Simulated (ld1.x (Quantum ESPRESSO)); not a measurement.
**germanium: from the effect back to the setting (PAW)**

Base potential:

```json
{
  "Element": "germanium (Ge)",
  "Generator": "ld1.x (Quantum ESPRESSO) 7.5",
  "Type": "PAW",
  "Functional": "PBE",
  "Relativity": "scalar-relativistic",
  "Frozen core": "[Ar] 3d10",
  "Valence charge": "4",
  "Reference configuration": "4s2 4p1.5 (charge +0.5)",
  "Partial waves": "4s (bound): rcut 1.35, rcutus 1.65 bohr; 4s channel at -0.45 Ry: rcut 1.35, rcutus 1.65 bohr; 4p (bound): rcut 2.00, rcutus 2.45 bohr; 4p channel at 1 Ry: rcut 2.00, rcutus 2.45 bohr",
  "Local potential": "all-electron potential smoothed inside 1.35 bohr (lloc = -2)",
  "Core correction": "Bessel-smoothed model core inside 1.10 bohr",
  "Augmentation charge": "PSQ, inside the norm-conserving radii"
}
```

Cutoffs, loose and tight: the cutoffs (Ry, on a coarse ladder) from which the occupation-weighted sum of valence levels, in a spherical-Bessel basis at the reference potential, stays within 10 and 1 mRy of its value at 400 Ry. They do not see the model core or the augmentation charge, which bear on the density cutoff. Test errors are all-electron minus pseudo excitation energies from the reference, over the configurations 4s2 4p2; 4s2 4p1; 4s2 4p0; 4s0 4p4; 4s1 4p3; 4s1 4p0; 4s1 4p2; variants that change the core or the reference have their own tests.

Only the scale of all radii but the core radius (base = 1) is moved (5 further runs of the sweep failed or gave no value and are left out):

| scale of all radii but the core radius (base = 1) | cutoff, loose | cutoff, tight | bound ghosts | largest test error (meV) |
| --- | --- | --- | --- | --- |
| 0.91 | 15 Ry | 21 Ry | none | -2.9 over the solved tests; test run stopped at test 3 of 7 (negative rho) |
| 0.97 | 12 Ry | 18 Ry | none | -300 |
| 1.05 | 10 Ry | 15 Ry | none | -44 over the solved tests; test run stopped at test 4 of 7 (negative rho) |
| 1.24 | 6 Ry | 8 Ry | none | -44 over the solved tests; test run stopped at test 4 of 7 (negative rho) |

Problem. One more run gave cutoff, loose: 6 Ry; cutoff, tight: 10 Ry; bound ghosts: none; largest test error (meV): -44 over the solved tests; test run stopped at test 4 of 7 (negative rho). Which value of the scale of all radii but the core radius (base = 1) was used?

Solution. 1.18. The tight cutoff moves one way along this sweep, from 21 Ry at 0.91 to 8 Ry at 1.24, which places the run between 1.05 and 1.24.
